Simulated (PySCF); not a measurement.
## SnH3: from structure and modes to constants

All numbers come from UPBE0/[Sn def2-TZVP with ECP28, H def2-TZVP], scalar-relativistic core potentials, density fitting, no spin–orbit coupling, PySCF.

The doublet minimum has C3v symmetry. Masses (u): Sn 119.90220, H 1.00782.

```xyz
4
charge 0 multiplicity 2, angstrom
Sn    0.0000    0.0000   -0.0139
H     1.6188    0.0000    0.5521
H    -0.8094    1.4020    0.5521
H    -0.8094   -1.4020    0.5521
```

Harmonic wavenumbers (cm⁻¹): 636.9 (a1, ×1), 700.6 (e, ×2), 1873.7 (a1, ×1), 1910.9 (e, ×2).

(1) Find the principal moments of inertia and the rotational constants. What kind of rotor is it?

(2) Find the vibrational entropy and heat capacity at 298.15 K.

(3) Give the standard entropy (298.15 K, 1 bar) by its translational, rotational, vibrational and spin parts, and Cp.

Answers

(1) About the centre of mass I = 4.9067, 4.9067, 7.9234 u Å². With B = 16.8576/I this gives 3.436, 3.436, 2.128 cm⁻¹. The molecule is an oblate symmetric top.

(2) With u = 1.43878 ω/T, each mode gives S = R[u/(eᵘ−1) − ln(1−e⁻ᵘ)] and C = R u² eᵘ/(eᵘ−1)².
```
   ω (cm⁻¹)      u  S (J/(mol K))  C (J/(mol K))
      636.9  3.073           1.63           3.99
 700.6 (×2)  3.381           1.28           3.46
     1873.7  9.042           0.01           0.08
1910.9 (×2)  9.221           0.01           0.07
```
The sums over all modes are S = 4.2 and C = 11.1 J/(mol K); the softest mode gives 39 % of the entropy (each member, where degenerate).

(3) Sackur–Tetrode with M = 122.93 u gives 168.9; rotation with symmetry number 3 gives 61.2; vibration 4.2; spin R ln 2 = 5.8. The total is 240.1 J/(mol K), and Cp = 4 R + 11.1 = 44.4 J/(mol K).

This need not be the most stable arrangement of these atoms. Spin–orbit coupling, left out here, can matter for elements this heavy.
